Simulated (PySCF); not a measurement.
Species: C₇H₅N.
Cartesian coordinates in Å at the PBE0-D3(BJ)/def2-SVP level; atoms count from 1:
```xyz
13
C7H5N angstrom
C      3.9827   -0.0950   -0.2595
N      2.8065   -0.1140   -0.2541
C      1.4293   -0.1382   -0.2477
C      0.7588   -1.3667   -0.2186
C     -0.6322   -1.3845   -0.2123
C     -1.3517   -0.1898   -0.2348
C     -0.6771    1.0308   -0.2637
C      0.7135    1.0645   -0.2703
H      1.3382   -2.2911   -0.2016
H     -1.1580   -2.3416   -0.1898
H     -2.4436   -0.2100   -0.2297
H     -1.2382    1.9677   -0.2812
H      1.2581    2.0097   -0.2926
```

Computed with PySCF at CAM-B3LYP/def2-SVPD, non-relativistic, on one gas-phase PBE0-D3(BJ)/def2-SVP geometry that isn't relaxed in the solvent. The solvent is an IEF-PCM continuum (van der Waals radii × 1.2), and excitations are vertical TDDFT with non-equilibrium linear response and a frozen core. Only the electrostatic response of the medium enters.

Gas-phase singlets (H = HOMO, L = LUMO):

```tsv
state	E (eV)	λ (nm)	f	leading configuration
S1	5.268	235	0.000	H-1→L 50%
S2	5.716	217	0.218	H→L 84%
S3	6.768	183	0.434	H→L+1 49%
S4	6.851	181	0.643	H-1→L+1 82%
S5	6.949	178	0.000	H→L+3 48%
```

Give the list for chloroform (ε = 4.711), n² = 2.09.

```tsv
state	E (eV)	λ (nm)	f	leading configuration	change by rank (eV)
S1	5.253	236	0.004	H-1→L 56%	-0.015
S2	5.593	222	0.345	H→L 89%	-0.123
S3	6.574	189	0.541	H→L+1 56%	-0.194
S4	6.671	186	0.723	H-1→L+1 88%	-0.180
S5	6.721	184	0.000	H→L+2 82%	-0.228
```

What are the lowest 5 singlets in acetone (ε = 20.49)?

```
state  E (eV)  λ (nm)      f  leading configuration  change by rank (eV)
   S1   5.251     236  0.005              H-1→L 57%               -0.017
   S2   5.594     222  0.334                H→L 89%               -0.122
   S3   6.599     188  0.510              H→L+1 57%               -0.169
   S4   6.651     186  0.000              H→L+2 85%               -0.200
   S5   6.695     185  0.701            H-1→L+1 87%               -0.254
```

The ground-state energy changes by -0.210 eV from gas to acetone. By how much does the total energy of gas-phase S2 change?

E(S2) = E(S0) + excitation energy, so it changes by -0.210 − 0.122 = -0.332 eV: it is lowered more than the ground state, which is what a red shift means. This is the vertical state, with the slow part of the continuum still set for S0.

How do the frontier levels move from gas to acetone?

```
orbital  gas (eV)  solvent (eV)  change (eV)
 LUMO+2      1.33          1.52        +0.19
 LUMO+1      0.20          0.46        +0.26
   LUMO     -0.36         -0.28        +0.08
   HOMO     -8.79         -8.65        +0.14
 HOMO-1     -9.22         -8.98        +0.24
 HOMO-2    -10.39        -10.80        -0.41
 HOMO-3    -11.36        -11.24        +0.12
```

The HOMO–LUMO gap goes from 8.43 to 8.37 eV. Rows go by rank; for LUMO+2 the atom shares or the degeneracy differ between the runs, so the row needn't follow one orbital.
